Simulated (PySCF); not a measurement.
Input for PySCF: U-B3LYP/LANL2DZ on BrH2Sb (SMILES [Br][SbH2]), a point of a bond scan (R = 2.800 Å).

```python
from pyscf import gto, scf, dft, mp
from pyscf.data.elements import chemcore

mol = gto.M(
    atom='''
    Sb   -0.59846166   -0.60746259    0.54114695
    H    -0.27151712   -1.97207194   -0.44922941
    H    -1.98547823   -0.24328907   -0.40408288
    Br    1.09002885    1.10404764   -0.89467756
    ''',
    basis='lanl2dz',
    ecp={'Br': 'lanl2dz', 'Sb': 'lanl2dz'},
    charge=0, spin=0, verbose=3, max_memory=1800)
mf = dft.UKS(mol, xc='b3lyp')
mf.conv_tol = 1e-8
mf.max_cycle = 100
mf.init_guess_breaksym = True
mf.kernel()
if not mf.converged:
    mf = mf.newton().run(mf.mo_coeff, mf.mo_occ)
for _ in range(4):
    mo, _, stable, _ = mf.stability(return_status=True)
    if stable:
        break
    mf.kernel(mf.make_rdm1(mo, mf.mo_occ))
```

Program output:

```
converged SCF energy = -19.7721655310824  <S^2> = 4.1730885e-10  2S+1 = 1
<class 'pyscf.dft.uks.UKS'> wavefunction is stable in the internal stability analysis
```

The run converged.

Cost: roughly 13 core-seconds.
